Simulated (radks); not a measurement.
Values are calculated unless marked as measured or tabulated.
Ionisation of neutral chlorine, [Ne] 3s2 3p5, to Cl+, [Ne] 3s2 3p4, under several functionals. Scalar-relativistic Kohn-Sham, spin-polarised, spherical densities, point nucleus; open shells are filled with parallel spins first; a radial shooting solver on a logarithmic mesh with Libxc functionals.

\begin{tabular}{lrrrrrr}
functional & E(Cl) (hartree) & Exc (hartree) & IE (eV) & -e(HOMO) (eV) & <r> HOMO (bohr) & IE error (eV) \\ \hline
B86b exchange with PBE correlation & -461.61170 & -28.25759 & 13.073 & 8.140 & 1.858 & +0.105 \\
LDA (Slater exchange, Perdew-Wang correlation) & -460.12438 & -26.72235 & 13.236 & 8.276 & 1.861 & +0.269 \\
BLYP & -461.63719 & -28.27859 & 12.948 & 8.003 & 1.868 & -0.020 \\
HCTH/407 & -461.69162 & -28.37549 & 13.129 & 8.249 & 1.864 & +0.162 \\
exchange-only B88 & -460.94167 & -27.56531 & 11.916 & 7.098 & 1.883 & -1.051 \\
exchange-only PBE & -460.79750 & -27.41262 & 11.926 & 7.120 & 1.891 & -1.041 \\
RPBE & -461.58736 & -28.23333 & 13.010 & 8.088 & 1.862 & +0.042 \\
LDA (Slater exchange, Perdew-Zunger correlation) & -460.12243 & -26.71991 & 13.278 & 8.303 & 1.860 & +0.310 \\
\end{tabular}

NIST Atomic Spectra Database: 12.968 eV (measured). Closest: BLYP. The Delta-SCF values span 1.36 eV, the total energies 1.57 hartree. The highest occupied level is 3p. Open shells are spherical and high-spin; term and fine-structure splittings are not resolved.
